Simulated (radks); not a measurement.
Valence configurations of neutral praseodymium (all share [Xe]). Calculated with a radial shooting solver on a logarithmic mesh with Libxc functionals: scalar-relativistic Kohn-Sham, PBE, spin-unpolarised, spherical densities, finite nucleus; Fermi nuclear charge, rms radius 4.8919 fm. Energies are relative to 4f3 6s2; eigenvalues in eV.

valence,E (eV),e(4f),e(5d),e(6p),e(6s)
4f3 6s2,0.000,-1.253,-,-,-3.462
4f3 6p2,4.639,-3.434,-,-2.217,-
4f2 5d1 6p2,6.283,-8.448,-4.755,-2.322,-
4f2.5 5d1 6p1.5,4.123,-4.452,-3.351,-1.933,-
4f2.5 6p2.5,6.075,-7.166,-,-2.607,-
4f2 6s2 6p1,3.392,-9.314,-,-2.185,-5.051
5d1 6s2 6p2,28.473,-,-9.872,-3.103,-6.831
4f3 5d0.5 6s1.5,0.753,-0.664,-1.659,-,-3.229
4f3 6s1 6p1,2.269,-2.381,-,-1.778,-4.099

NIST lists [Xe] 4f3 6s2 as the ground configuration; this level of theory agrees among the configurations tried. The energies are those of spherical spin-averaged densities, not of single terms. No valid solution was reached for [Xe] 4f4 6s1.
